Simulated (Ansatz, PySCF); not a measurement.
Spectroscopic constants of CCl+, closed-shell singlet (lowest of 2S+1 = 1, 3, 5 at CCSD(T)/def2-TZVPP on PBE0 minima; our sources give no spin for the ground state, which may be another).

Constants: fifth-degree fit in 1/R to seven points, most abundant isotopes. Runs in def2 and cc sets follow the lowest solution found near the PBE0 minimum. The singlet is held restricted.

Cores are frozen in the correlated methods. CBS: X⁻³ extrapolation of the correlation energy, Hartree–Fock from the larger set. Rows in 6-31G* carry no dispersion term and start afresh at each structure (6-31G* with six Cartesian d functions).

Run with Ansatz (a quantum-chemistry and plane-wave program) with Gaussian orbitals; PySCF for 6-31G* rows. Values without a source in brackets are computed.

Q: What bond length and harmonic frequency does HF/6-31G* give?

A: r_e = 1.523 Å, ω_e = 1292 cm⁻¹.

Q: What bond length and harmonic frequency does CCSD/def2-TZVPP give?

A: r_e = 1.535 Å, ω_e = 1218 cm⁻¹.

Q: What bond length and harmonic frequency does CCSD(T)/CBS(aug-cc-pV(Q+d)Z, aug-cc-pV(5+d)Z) give?

A: r_e = 1.540 Å, ω_e = 1184 cm⁻¹.
